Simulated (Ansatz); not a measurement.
Consider the redistribution: `P[SiH]1CS1` + `C[SiH2]O[SiH3]` → `C[SiH2]OP` + `[SiH3][SiH]1CS1`.

Calculated with Ansatz (gas phase, PBE0-D4/def2-TZVP geometries, no zero-point term in ΔE). CCSD(T)/CBS adds triple-zeta CCSD(T) − MP2 to the extrapolated MP2 energy (def2 sets, frozen cores). This one scheme is used for every species. Functionals use def2-TZVPP. B3LYP here is the variant with VWN-RPA as its local correlation; programs differ in this. Each species was taken in one conformer, which may not be the lowest.

`P[SiH]1CS1`:

Cartesian coordinates in Å:
```
P 1.747 -0.791 -0.867
Si -0.176 0.313 -0.566
C -0.679 0.814 1.133
S -1.816 -0.494 0.447
H 1.213 -1.600 -1.906
H 1.439 -1.732 0.150
H -0.451 1.252 -1.678
H -0.106 0.472 1.990
H -1.172 1.767 1.297
```

`C[SiH2]O[SiH3]`:

Cartesian coordinates in Å:
```
C -0.034 -1.628 -1.469
Si 0.206 0.125 -0.910
O -0.096 0.218 0.700
Si -0.160 1.192 2.008
H 0.646 -2.301 -0.943
H 0.162 -1.715 -2.542
H -1.058 -1.960 -1.282
H -0.722 1.040 -1.632
H 1.601 0.574 -1.170
H -0.553 0.372 3.180
H -1.161 2.272 1.801
H 1.169 1.810 2.260
```

`C[SiH2]OP`:

Cartesian coordinates in Å:
```
C 1.548 -0.418 0.622
Si -0.011 -0.974 -0.223
O -0.856 0.316 -0.831
P -1.683 1.441 0.034
H 1.321 0.226 1.475
H 2.192 0.135 -0.066
H 2.107 -1.281 0.992
H -0.874 -1.718 0.735
H 0.288 -1.834 -1.394
H -1.164 2.615 -0.586
H -2.867 1.492 -0.756
```

`[SiH3][SiH]1CS1`:

```xyz
10

Si    0.034   -0.991   -1.510
Si    0.144   -0.367    0.728
C    -0.298    1.368    1.191
S     1.536    1.126    1.217
H     0.099    0.247   -2.328
H    -1.235   -1.714   -1.796
H     1.177   -1.878   -1.850
H    -0.104   -1.416    1.748
H    -0.722    1.561    2.172
H    -0.632    2.064    0.429
```

(1) Is it downhill or uphill in electronic energy at CCSD(T)/CBS, and by how much? (Estimate.)

(2) What do these levels give: r2SCAN-D4, PBE0-D4, B3LYP-D4, ωB97X-V, ωB97M-V, PBE, r2SCAN, MP2/def2-TZVPP, CCSD/def2-TZVPP, CCSD(T)/def2-TZVPP, HF/def2-QZVPP, MP2/def2-QZVPP? (An estimate is asked.)

Largest T1 diagnostic among the species: 0.013.

## Answers

(1) Computed: Uphill: ΔE = +135.5 kJ/mol.

(2) Computed: r2SCAN-D4 134.7, PBE0-D4 127.9, B3LYP-D4 130.5, ωB97X-V 129.2, ωB97M-V 133.4, PBE 122.0, r2SCAN 134.8, MP2/def2-TZVPP 143.4, CCSD/def2-TZVPP 136.0, CCSD(T)/def2-TZVPP 135.1, HF/def2-QZVPP 140.6, MP2/def2-QZVPP 143.6 kJ/mol.

From PBE to PBE0 (25 % exact exchange), in def2-TZVPP and without D4, ΔE moves by +6.2 kJ/mol.
